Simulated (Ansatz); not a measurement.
Hg₄O₅⁻. Total charge -1; doublet. Geometry B3LYP-D4/def2-SVP, that of the neutral singlet; atoms count from 1.

```xyz
9

Hg    1.190   -3.801   -1.934
Hg    0.581    1.971   -0.484
Hg    0.401   -1.680    2.132
Hg    1.104   -1.004   -0.861
O    -1.242   -0.171   -0.411
O     2.042    0.899   -1.340
O    -1.157    2.403    0.592
O    -1.689   -0.106    0.774
O    -1.232    1.489    1.532
```

In the def2 sets Hg takes a core potential; there is no spin–orbit coupling. The structure holds 2 bonds between oxygen atoms, so isomers without such links may lie far lower. The charge -1 doublet is spin-contaminated (final ⟨S²⟩ up to 1.15, 0.75 for a pure state). The structure comes from a short search, and lower isomers may exist.

Problem. Estimate the Mulliken populations from the PBE0/def2-SVP orbitals of Ansatz.

Solution. 
```
atom  charge (e)  spin (α − β)  d electrons
 Hg1       -0.08          0.10         9.99
 Hg2        0.49          0.04         9.89
 Hg3       -0.06          0.04        10.00
 Hg4        0.03          0.20         9.98
  O5       -0.19          0.55            –
  O6       -0.66          0.08            –
  O7       -0.33         -0.18            –
  O8       -0.07          0.58            –
  O9       -0.14         -0.42            –
```
Mulliken values and Mayer orders depend strongly on the basis.

Problem. Where does the spin sit?

Solution. Summed by element: Hg 0.39, O 0.61, of 1 unpaired in all. Largest on single atoms: O8 0.58, O5 0.55, O9 -0.42.

Problem. And the Mayer bond orders between bonded heavy atoms (over 0.3)?

Solution. Hg1–Hg4 0.39 (3.00 Å); Hg2–O6 1.05 (2.00 Å); Hg2–O7 0.56 (2.09 Å); Hg4–O6 0.60 (2.17 Å); O5–O8 1.29 (1.27 Å); O7–O9 1.14 (1.31 Å). Values over 0.3 also appear between atoms too far apart for a bond (O8–O9 0.35 at 1.82 Å); they arise where an orbital or an unpaired electron spreads over both atoms.
